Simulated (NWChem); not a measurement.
System: SiH3SeCl; SMILES [SiH3][Se]Cl

All runs: NWChem. The geometry was optimised at PBE0/def2-SVP. Ions are spin-unrestricted doublets at the neutral geometry; other ion states weren't tried.

```tsv
level	vertical ionisation energy, ΔSCF (eV)	−ε(HOMO) (eV)	ΔSCF minus −ε(HOMO) (eV)
B3LYP/def2-SVPD	9.21	6.86	2.35
PBE/def2-SVPD	9.00	5.92	3.08
r2SCAN/def2-SVPD	9.17	6.20	2.97
CAM-B3LYP/def2-SVPD	9.32	8.37	0.95
M06-2X/def2-SVPD	9.34	8.20	1.14
```
